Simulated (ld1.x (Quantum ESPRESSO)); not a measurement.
**Before and after: ultrasoft potential for phosphorus**

phosphorus, ultrasoft, made with ld1.x (Quantum ESPRESSO) 7.5 (LDA (PZ), scalar-relativistic). Core [Ne], reference 3s2 3p2.5 (charge +0.5). Waves: 3s (bound): rcut 1.15, rcutus 1.50 bohr; 3s channel at 3.75 Ry: rcut 1.15, rcutus 1.50 bohr; 3p (bound): rcut 1.45, rcutus 1.55 bohr; 3p channel at 2 Ry: rcut 1.45, rcutus 1.55 bohr; 3d channel at -0.05 Ry: rcut 1.45, rcutus 1.65 bohr; 3d channel at 2.45 Ry: rcut 1.45, rcutus 1.65 bohr. Local part: all-electron potential smoothed inside 1.15 bohr (lloc = -1). Core correction: none. Augmentation charge: PSQ, inside the norm-conserving radii.

Change: type TM; waves now 3s (bound): rc 1.50 bohr; 3p (bound): rc 1.55 bohr; 3d channel at -0.05 Ry: rc 1.65 bohr; local potential all-electron potential smoothed inside 1.60 bohr (lloc = -1).

Cutoffs: the cutoffs (Ry, on a coarse ladder) from which the occupation-weighted sum of valence levels, in a spherical-Bessel basis at the reference potential, stays within 10 and 1 mRy of its value at 400 Ry; they do not see the model core or the augmentation charge, which bear on the density cutoff. Errors are all-electron minus pseudo energies relative to the spin-unpolarised reference configuration.

**Question.** Predict the effect on cutoff, ghosts and configuration errors.

**Answer.** The potential gets harder (15 Ry and 25 Ry → 21 Ry and 50 Ry); of the 9 tests that both files solve, the error grows in 6 and shrinks in 1 by more than 15 % and 0.3 meV (median size 14.0 → 29.2 meV); the range in which the s phases agree narrows (upper end at the end of the scan → 2.3); neither file shows a bound ghost. Several settings change at once here, so the effects cannot be laid on one of them.

| quantity | base | changed |
| --- | --- | --- |
| cutoff, loose | 15 Ry | 21 Ry |
| cutoff, tight | 25 Ry | 50 Ry |
| loose cutoff by channel (10 mRy a level) | s 12 Ry, p 8 Ry | s 18 Ry, p 8 Ry |
| bound ghosts | none | none |
| error for 3s2 3p3, meV [ΔE -3.82 eV] | +0.5 | +1.2 |
| error for 3s2 3p2, meV [ΔE 6.00 eV] | +0.4 | +1.6 |
| error for 3s2 3p1, meV [ΔE 25.25 eV] | +14 | +29 |
| error for 3s1 3p4, meV [ΔE 4.67 eV] | +8.6 | +1.9 |
| error for 3s2 3p0, meV [ΔE 55.14 eV] | +83 | +137 |
| error for 3s1 3p0, meV [ΔE 107.33 eV] | +331 | +492 |
| error for 3s2 3p3.3, meV [ΔE -5.16 eV] | +0.9 | +2.3 |
| error for 3s2 3p2.5 (spin-polarised), meV [ΔE -1.18 eV] | +104 | +101 |
| error for 3s2 3p3 (spin-polarised), meV [ΔE -5.33 eV] | +122 | +120 |
| s: phases at 1.80 bohr within 0.05 rad from the reference energy up to (Ry; the scan ends near 5) | to the end of the scan | 2.3 |
| p: phases at 1.80 bohr within 0.05 rad from the reference energy up to (Ry; the scan ends near 5) | to the end of the scan | 4.2 |
| d: phases at 1.80 bohr within 0.05 rad from the reference energy up to (Ry; the scan ends near 5) | to the end of the scan | to the end of the scan |
